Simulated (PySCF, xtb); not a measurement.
C₂H₅ClZn, SMILES [Zn]([Cl])[CH2]C.

GFN2-xTB in xtb at its own geometry gives an orbital gap of 4.00 eV and a dipole moment of 4.03 D.

Geometry optimised at PBE-D3(BJ)/def2-SVP. The structure was generated by enumeration; whether it is a known compound was not checked. One conformer was computed; it need not be the lowest.

**Question.** What does PySCF with PBE/def2-TZVP give? (An estimate is asked for; the answer gives what the named calculation found.)

**Answer.** gap 5.46 eV (levels -6.81 and -1.36 eV), dipole 2.73 D.
